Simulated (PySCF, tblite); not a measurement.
Compound: C6H11P.
Atom-mapped SMILES: `[CH2:1]=[C:2]([CH3:3])[PH:4][C:5](=[CH2:6])[CH3:7]` (hydrogens: H8, H9 on C1; H10, H11, H12 on C3; H13 on P4; H14, H15 on C6; H16, H17, H18 on C7)

Computed geometry: GFN2-xTB, gas phase.

**Question.** Give the optimised bond lengths and angles.

**Answer.** 
```tsv
bond	length (Å)
C1=C2, C5=C6	1.326
C2–C3, C5–C7	1.497
C2–P4, P4–C5	1.836
C1–H8, C6–H15	1.079
C1–H9, C6–H14	1.078
C3–H10 and 5 like bonds	1.090
P4–H13	1.405
```

Bonds in one row agree within 0.01 Å and their mean is given. A selection of angles:
```tsv
angle	degrees
C2–C1–H8	121.7
C2–C1–H9	121.9
H8–C1–H9	116.4
C1–C2–C3	123.2
C1–C2–P4	122.3
C3–C2–P4	114.3
C2–C3–H10	110.5
C2–C3–H11	109.9
H10–C3–H11	107.6
H10–C3–H12	108.9
C2–P4–C5	99.7
C2–P4–H13	93.7
C5–P4–H13	95.3
P4–C5–C6	118.8
P4–C5–C7	117.6
```

Dihedral angles: C1–C2–P4–C5 36° (synclinal); C2–P4–C5–C6 -113° (anticlinal). The mirror-image conformer, all signs reversed, is as good.

The C–C distances run from 1.326 Å (C1=C2, drawn double) to 1.498 Å (C2–C3, drawn single), a spread of 0.172 Å. P4 (phosphine phosphorus) is pyramidal (angles 99.7°, 95.3° and 93.7°, sum 288.8°, 0.85 Å off the plane of its three neighbours). Of the pairs four or more bonds apart, C5···H9 is among the closest relative to their van der Waals radii: 2.66 Å, 92 % of the sum of Bondi's values.

Point group: C1 (no symmetry element, even within 0.4 Å). Its GFN2-xTB frequencies are all real (lowest 40 cm⁻¹). The numbers are those of one conformer. 3 starts were optimised and ended at 0.00, 0.90 and 1.21 kcal/mol (GFN2-xTB); the lowest of these is shown.
